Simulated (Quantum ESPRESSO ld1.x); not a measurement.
Results of a calculation; reference values are marked as such.
Species: the nitrogen ion N3+. Configuration: [He] 2s2. Level of theory: Dirac Kohn-Sham, Slater X-alpha with alpha = 1, spin-unpolarised, spherical densities, point nucleus (ld1.x of Quantum ESPRESSO 7.5).

Unscreened Slater integrals over Kohn-Sham orbitals (cm^-1). Large and small components are both included. Empty in this configuration: 2p1/2.

integral,value
"F0(2s1/2,2s1/2)",185330
"F0(2s1/2,1s1/2)",259360
"G0(2s1/2,1s1/2)",22301
"F0(2s1/2,2p1/2)",192120
"G1(2s1/2,2p1/2)",115400
"F0(1s1/2,1s1/2)",917660
"F0(1s1/2,2p1/2)",278680
"G1(1s1/2,2p1/2)",39294
"F0(2p1/2,2p1/2)",202340
